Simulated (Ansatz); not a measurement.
Input file for Ansatz (a quantum-chemistry and plane-wave program): SC-NEVPT2 on CASSCF(2,2)/def2-TZVPP on ClFHIn (SMILES [F][InH][Cl]), a point of a bond scan (R = 4.573 Å). Elements past Kr take the def2 small-core potentials; no spin–orbit coupling.

Ansatz 0.2 input:
```yaml
crystal:
  periodic: [false, false, false]
  atoms:
    - {symbol: In, position_ang: [-0.09474537, -0.41822875, 0.20223357]}
    - {symbol: H, position_ang: [-2.59628106, -4.18478394, 0.88325187]}
    - {symbol: F, position_ang: [1.57814816, -0.11257062, 1.16386102]}
    - {symbol: Cl, position_ang: [-0.50232767, 1.37174079, -1.22580333]}
basis:
  gaussian:
    orbitals: def2-TZVPP
    pivot_positions_ang: [[-0.09474537, -0.41822875, 0.20223357], [-2.59628106, -4.18478394, 0.88325187], [1.57814816, -0.11257062, 1.16386102], [-0.50232767, 1.37174079, -1.22580333]]
magnetization: {spin_polarized: false}
correlation: {method: sc_nevpt2, electrons: outside_noble_gas, active_space: {window: {electrons: 2, orbitals: 2}}}
output: {orbitals: {seedname: ./end}}
```

The log:

```
WARN ansatz: RAYON_NUM_THREADS=1 ignored (pool sized by the plan → 1); use --threads N
Functional definition: HF
integrals: 0.08 GiB planned
1106 factors; integrals over basis functions are off by at most 2.5e-4 eV
mean field: 0.42 GiB planned
mean field evaluation 1: about -20364.8777 eV, gradient 4.0e1 eV
mean field evaluation 2: about -20364.9274 eV, gradient 4.0e1 eV
mean field evaluation 4: about -20371.2561 eV, gradient 6.8e0 eV
mean field evaluation 8: about -20371.6003 eV, gradient 3.9e-1 eV
mean field evaluation 16: about -20371.6120 eV, gradient 4.7e-6 eV
mean field evaluation 32: about -20348.9444 eV, gradient 2.2e1 eV
mean field -20371.61196764 eV, -748.6429314361 hartree, gradient 4.7e-6 eV, S^2 0.000000; 4 other end points of the search recorded, 0 dependent functions left out; unrestricted orbitals would lower it
reference -20371.61196764 eV, -748.6429314361 hartree; 24, 24 occupied and 113, 113 virtual orbitals, 1106 factors
configuration interaction: 0.20 GiB planned
configuration interaction: 0.00 GiB planned
state -20375.38257711 eV, -748.7814987784 hartree
state -20375.38257711 eV, -748.7814987784 hartree; corrected -20388.75762582 eV, -749.2730227525 hartree
Total energy: -20388.75762582 eV, -749.2730227525 hartree
```

The run converged.

Cost: very roughly 10 core-seconds.
